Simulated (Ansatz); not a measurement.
`NB(F)[O][GeH3]` and `CB(N)F` differ in one atom or group.

Ansatz, PBE0-D4/def2-TZVP geometries, multiplicity 1. Each molecule was computed in one conformer, which needn't be the lowest.

Scalar relativity is left out up to krypton.

```tsv
property	`NB(F)[O][GeH3]`
HOMO energy (ωB97M-V/def2-TZVPP) / eV	-10.18
size of the dipole moment (ωB97M-V/def2-TZVPP) / D	0.80
size of the dipole moment (PBE/def2-TZVPP) / D	0.89
HOMO energy (B3LYP/def2-TZVPP) / eV	-7.56
HOMO–LUMO gap (ωB97M-V/def2-TZVPP) / eV	12.02
size of the dipole moment (B3LYP/def2-TZVPP) / D	0.84
```

**Question.** Give the same properties after the change, and the shifts. (An estimate is asked.)

**Answer.** The calculation gave: 
```json
{"property": "HOMO energy (ωB97M-V/def2-TZVPP) / eV", "`CB(N)F`": "-10.69", "shift": "-0.51"}
{"property": "size of the dipole moment (ωB97M-V/def2-TZVPP) / D", "`CB(N)F`": "2.17", "shift": "1.37"}
{"property": "size of the dipole moment (PBE/def2-TZVPP) / D", "`CB(N)F`": "2.15", "shift": "1.26"}
{"property": "HOMO energy (B3LYP/def2-TZVPP) / eV", "`CB(N)F`": "-8.04", "shift": "-0.48"}
{"property": "HOMO–LUMO gap (ωB97M-V/def2-TZVPP) / eV", "`CB(N)F`": "12.71", "shift": "0.69"}
{"property": "size of the dipole moment (B3LYP/def2-TZVPP) / D", "`CB(N)F`": "2.19", "shift": "1.35"}
```

With PBE0 the HOMO falls by 0.47 eV and the LUMO rises by 0.55 eV, so the gap widens by about 1.02 eV. PBE moves the HOMO by -0.48 eV and ωB97M-V by -0.51 eV. Dipoles are sizes alone; their direction can turn.

B3LYP here is the variant with VWN-RPA as its local correlation; programs differ in this.
